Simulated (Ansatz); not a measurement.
Reaction (ligand exchange at the Si–O bond): `F[SiH2]O[SiH2][SiH3]` + H₂S → `[SiH3][SiH2]S` + `O[SiH2]F`

Computed with Ansatz on PBE0-D4/def2-TZVP structures; ΔE is electronic, products minus reactants. CCSD(T)/CBS adds triple-zeta CCSD(T) − MP2 to the extrapolated MP2 energy (def2 sets, frozen cores). This one scheme is used for every species. Functionals use def2-TZVPP. Each species was taken in one conformer, which may not be the lowest.

`F[SiH2]O[SiH2][SiH3]`:

Cartesian coordinates in Å:
```
F 2.455 -0.394 -1.685
Si 1.044 0.315 -1.899
O -0.120 -0.573 -1.211
Si -0.832 -1.046 0.198
Si -0.531 0.557 1.884
H 0.791 0.387 -3.351
H 1.126 1.645 -1.252
H -0.248 -2.348 0.619
H -2.278 -1.247 -0.076
H -1.150 1.853 1.496
H -1.174 0.072 3.135
H 0.918 0.779 2.141
```

H₂S:

Cartesian coordinates in Å:
```
S -0.005 -0.336 0.520
H -0.777 0.652 0.046
H 0.782 -0.316 -0.566
```

`[SiH3][SiH2]S`:

Cartesian coordinates in Å:
```
Si -1.265 0.614 0.655
Si 0.477 -0.673 -0.227
S 1.890 0.715 -1.045
H -0.743 1.526 1.706
H -2.289 -0.283 1.254
H -1.896 1.422 -0.422
H 1.105 -1.504 0.836
H -0.031 -1.593 -1.280
H 2.751 -0.223 -1.478
```

`O[SiH2]F`:

```xyz
6

O    -0.206   -1.066   -0.664
Si    0.122    0.374    0.026
F     1.161    0.207    1.226
H    -0.741   -1.700   -0.186
H     0.754    1.200   -1.019
H    -1.090    0.986    0.617
```

| level | ΔE (kcal/mol) |
| --- | --- |
| PBE0-D4 | 7.5 |
| MP2/def2-TZVPP | 9.4 |
| SCS-MP2/def2-TZVPP | 10.9 |
| MP2/CBS(def2) | 8.9 |

**Question.** What does CCSD(T)/CBS give? (An estimate is asked.)

**Answer.** Computed: +9.8 kcal/mol. The listed levels differ from it by -2.3, -0.4, 1.1, -0.9 kcal/mol.

Largest T1 diagnostic among the species: 0.012.

In def2-TZVPP, CCSD(T) changes the Hartree–Fock value by −3.4 kcal/mol (the triples alone add −0.7 kcal/mol) and MP2 by −4.3 kcal/mol. The D4 term adds +0.8 kcal/mol with B3LYP and +0.5 kcal/mol with PBE0; it sums over pairs of atoms, weighted by their polarisabilities, and B3LYP, whose exchange is more repulsive, gets the larger term.

B3LYP here is the variant with VWN-RPA as its local correlation; programs differ in this.
